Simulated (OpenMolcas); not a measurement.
Computed levels of 3s² 3p⁴ in ions with 16 electrons, in cm-1 above ³P₂.

```yaml
Program: OpenMolcas
Method: CASSCF
Basis: ANO-RCC-VTZP
Scalar_Hamiltonian: DKH2, point nucleus
Spin-orbit_coupling: RASSI with atomic mean-field integrals over the reference wave functions, term energies averaged over their components
```

Active space for each ion: 6 electrons in 4 orbitals (3s 3p).

| Level | S | Ar2+ |
| --- | --- | --- |
| ³P₁ | 367 | 1028 |
| ³P₀ | 536 | 1464 |
| ¹D₂ | 11804 | 17052 |
| ¹S₀ | 21614 | 31849 |

**Question.** Estimate ³P₀, ¹D₂, ¹S₀ for Cl+ from its neighbours S and Ar2+.

**Answer.** ³P₀ is fine structure, which grows about as the fourth power of a screened charge, so the fourth roots are averaged: ((536^0.25 + 1464^0.25) / 2)^4 = 914. The calculation gives 934, so the estimate is off by -2.1 %; the measured value is 996 (NIST Handbook of Basic Atomic Spectroscopic Data).
¹D₂ is another term, which grows about linearly with the charge: (11804 + 17052) / 2 = 14428. The calculation gives 14469, so the estimate is off by -0.3 %; the measured value is 11654 (NIST Handbook of Basic Atomic Spectroscopic Data).
¹S₀ is another term, which grows about linearly with the charge: (21614 + 31849) / 2 = 26732. The calculation gives 26929, so the estimate is off by -0.7 %; the measured value is 27878 (NIST Handbook of Basic Atomic Spectroscopic Data).

Terms from blocks run as CI alone lack orbitals of their own. Without dynamic correlation excited terms often stand tens of per cent too high (terms of higher spin than the ground term too low), and those without a measured partner can miss by more than the paired ones (holds for S; Cl+). No level of 3s 3p⁵ was computed, though it lies in the active space (holds for S). Computed and measured levels are paired by configuration, term and J; levels that our copy of the source lacks, or whose pairing is in doubt (as where it misses far off the trend of its configuration), stay unpaired and out of the deviations. Only configurations of the active space appear.
